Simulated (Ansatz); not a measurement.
`CB(S)Br` and `COB(C)S` differ in one atom or group.

Ansatz, PBE0-D4/def2-TZVP geometries, multiplicity 1. Each molecule was computed in one conformer, which needn't be the lowest.

Scalar relativity is left out up to krypton.

```
                                          property  `CB(S)Br`
    size of the dipole moment (PBE/def2-TZVPP) / D       2.09
              HOMO–LUMO gap (PBE0/def2-TZVPP) / eV       6.97
                 LUMO energy (PBE/def2-TZVPP) / eV      -1.92
size of the dipole moment (ωB97M-V/def2-TZVPP) / D       2.21
               LUMO energy (B3LYP/def2-TZVPP) / eV      -1.18
  size of the dipole moment (B3LYP/def2-TZVPP) / D       2.16
```

Question: Give the same properties after the change, and the shifts. (Best estimate.)

Answer: Computed: 
| property | `COB(C)S` | shift |
| --- | --- | --- |
| size of the dipole moment (PBE/def2-TZVPP) / D | 0.15 | -1.94 |
| HOMO–LUMO gap (PBE0/def2-TZVPP) / eV | 8.02 | 1.05 |
| LUMO energy (PBE/def2-TZVPP) / eV | -0.56 | 1.36 |
| size of the dipole moment (ωB97M-V/def2-TZVPP) / D | 0.15 | -2.06 |
| LUMO energy (B3LYP/def2-TZVPP) / eV | 0.21 | 1.39 |
| size of the dipole moment (B3LYP/def2-TZVPP) / D | 0.15 | -2.01 |

With PBE0 the HOMO rises by 0.39 eV and the LUMO rises by 1.43 eV, so the gap widens by about 1.04 eV. PBE moves the HOMO by 0.44 eV and ωB97M-V by 0.32 eV. The zero-point energy changes by 111.0 kJ/mol with +12 modes. Dipoles are sizes alone; their direction can turn.

B3LYP here is the variant with VWN-RPA as its local correlation; programs differ in this.

Spin–orbit coupling is left out; it splits and shifts lone-pair levels of the heavy atoms by tenths of an eV.
